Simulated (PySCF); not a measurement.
A species of formula C3H6BF2N has this rotational fingerprint, computed with PBE0-D3(BJ)/def2-SVP geometry optimisation, gas phase in PySCF 2.14.0:

```
Rotational constants : A = 4592, B = 1669, C = 1421 MHz
Dipole components    : |μa| = 0.90 D, |μb| = 0.54 D, |μc| = 1.34 D
Inertial defect      : -57.22 u·Å²
κ                    : -0.84
```

Problem. Which structure is it? (One computed conformer of each.)
A. `[H]/[N:1]=[CH:2]\[CH2:3][CH2:4][B:5]([F:6])[F:7]` with N1–C2–C3–C4 127°, C2–C3–C4–B5 178°, C3–C4–B5–F6 -4°
B. `[CH2:1]=[N:2][CH2:3][CH2:4][B:5]([F:6])[F:7]` with C1–N2–C3–C4 121°, N2–C3–C4–B5 -65°, C3–C4–B5–F6 162°
C. `[BH3-:1][N+:2]#[C:3][CH2:4][CH:5]([F:6])[F:7]` with C3–C4–C5–F6 180°

Solution. B. It is C=NCCB(F)F, an asymmetric top, point group C1. The candidates at the same level (rigid rotor, commonest isotopes):

| SMILES | A (MHz) | B (MHz) | C (MHz) | μa (D) | μb (D) | μc (D) | Δ (u·Å²) | point group | rotor |
| --- | --- | --- | --- | --- | --- | --- | --- | --- | --- |
| C=NCCB(F)F | 4592 | 1669 | 1421 | 0.90 | 0.54 | 1.34 | -57.22 | C1 | asymmetric top |
| [H]/N=C\CCB(F)F | 7498 | 1042 | 949.1 | 0.96 | 0.17 | 0.16 | -20.08 | C1 | near-prolate asymmetric top |
| [BH3-][N+]#CCC(F)F | 7722 | 1113 | 1015 | 5.27 | 2.73 | 0.01 | -21.67 | C1 | near-prolate asymmetric top |

`[BH3-][N+]#CCC(F)F` has A 68 % too high; `[H]/N=C\CCB(F)F` has A 63 % too high. No structure here is proved a minimum.
